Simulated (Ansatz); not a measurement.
The first iterations of a band of ClH$_{3}$Sn (5 atoms, charge 0, multiplicity 1).

Level of theory: RKS r2SCANh/def2-SVP in Ansatz 0.2.0.

- movable images: 7
- climbing image: yes
- spring: 5.0 eV/Å²
- optimiser: quadratic models (default)
- start path: through a guess of the saddle point
- force threshold: 0.03 eV/Å
- iteration limit: 60
- end points: relaxed

First end point:

```xyz
5
Properties=species:S:1:pos:R:3
Sn 0.325 0.000 0.071
Cl 0.727 0.000 2.396
H 1.860 0.000 -0.668
H -0.560 1.417 -0.266
H -0.560 -1.417 -0.266
```

Last end point:

```xyz
5
Properties=species:S:1:pos:R:3
Sn -0.187 0.000 -0.921
Cl 1.513 0.000 1.456
H 2.653 0.000 0.856
H -1.093 1.260 -0.061
H -1.093 -1.260 -0.061
```

| iteration | highest image above the first end (eV) | largest band force component (eV/Å) |
| --- | --- | --- |
| 1 | 3.049 | 4.026 |
| 2 | 2.356 | 1.880 |
| 3 | 1.976 | 0.701 |

Problem. Does the band converge within its limit, and where does its top end?

Solution. The run converged. It ended after 9 iterations with the highest image 1.964 eV above the first end. A vibrational analysis at the climbing image gives one clearly imaginary mode, 915i cm⁻¹: a first-order saddle point. The orbitals stay closed-shell, which can raise the energy where a bond breaks towards radicals; this wasn't checked here.

Run time: 100 s on 1 thread of Intel(R) Xeon(R) 6975P-C (Granite Rapids), on a shared host, peak memory 0.15 GiB.
